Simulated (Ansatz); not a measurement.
A nudged elastic band was laid between two geometries of CH₈AlNOSiSn (14 atoms, charge 0, multiplicity 1).

The calculation used RHF/def2-SVP in Ansatz.

```
movable images  : 5
climbing image  : yes
spring          : 5.0 eV/Å²
optimiser       : quadratic models (default)
start path      : through a guess of the saddle point
force threshold : 0.05 eV/Å
iteration limit : 60
end points      : relaxed
```

First end point:

```xyz
14
Properties=species:S:1:pos:R:3
N 0.021 -0.989 -1.235
C 0.716 -1.948 -0.745
O 0.783 -2.215 0.495
Si -0.117 -1.256 1.720
Al -1.060 0.229 -0.055
Sn -0.015 2.727 -0.249
H 0.077 -0.913 -2.234
H 1.300 -2.601 -1.391
H -0.895 -2.302 2.425
H 0.964 -0.841 2.645
H -2.592 0.031 -0.432
H 1.384 2.772 -1.263
H -1.088 3.900 -0.910
H 0.508 3.378 1.258
```

Last end point:

```xyz
14
Properties=species:S:1:pos:R:3
N 0.222 -1.014 -1.192
C 0.852 -1.950 -0.584
O 0.741 -2.188 0.659
Si -0.348 -1.225 1.716
Al -1.037 0.209 -0.212
Sn -0.016 2.717 -0.315
H 0.418 -0.962 -2.175
H 1.534 -2.606 -1.121
H -1.208 -2.273 2.315
H 0.574 -0.776 2.786
H -2.495 -0.015 -0.805
H 0.162 3.311 -1.926
H -0.973 3.893 0.502
H 1.559 2.848 0.380
```

Which bonds break or form, and what moves?

No bond is made or broken. The dihedral Si4–Al5–Sn6–H13 goes from -153 to -90°.

What energy profile does the band end with?

It converged. The highest image is number 1 of 0 to 6, 0.000 eV above the first end and 0.013 eV above the last; the last end lies 0.013 eV below the first. The top lies less than 8 meV above the higher end, about what the thresholds resolve: that end is a shoulder or a very shallow well. A vibrational analysis at the climbing image gives one clearly imaginary mode, 48i cm⁻¹: a first-order saddle point.

| image | path coordinate (Å) | energy (eV) | dihedral Si4–Al5–Sn6–H13 (°) |
| --- | --- | --- | --- |
| 0 | 0.00 | 0.000 | -153 |
| 1 | 0.36 | 0.000 | -145 |
| 2 | 0.84 | -0.001 | -135 |
| 3 | 1.33 | -0.004 | -123 |
| 4 | 1.82 | -0.008 | -112 |
| 5 | 2.30 | -0.011 | -101 |
| 6 | 2.79 | -0.013 | -90 |

What is the geometry of the highest image?


```xyz
14
Properties=species:S:1:pos:R:3:forces:R:3
N 0.054 -0.992 -1.226 0.00 0.00 0.00
C 0.738 -1.950 -0.720 0.00 0.00 0.00
O 0.778 -2.215 0.523 0.00 0.00 0.00
Si -0.148 -1.253 1.725 0.00 0.00 0.00
Al -1.056 0.225 -0.075 0.00 0.00 0.00
Sn -0.021 2.727 -0.264 0.00 0.00 0.00
H 0.133 -0.918 -2.224 0.00 0.00 0.00
H 1.337 -2.603 -1.351 0.00 0.00 0.00
H -0.940 -2.297 2.418 0.00 0.00 0.00
H 0.914 -0.834 2.670 0.00 0.00 0.00
H -2.579 0.021 -0.483 0.00 0.00 0.00
H 1.259 2.818 -1.422 0.00 0.00 0.00
H -1.152 3.932 -0.747 0.00 0.00 0.00
H 0.670 3.309 1.204 0.00 0.00 0.00
```

The band took 30 iterations and of the order of 17 core-minutes.

The run took 9 min on 2 threads of Arm Neoverse V1, with other jobs on the host, peak memory 0.44 GiB.
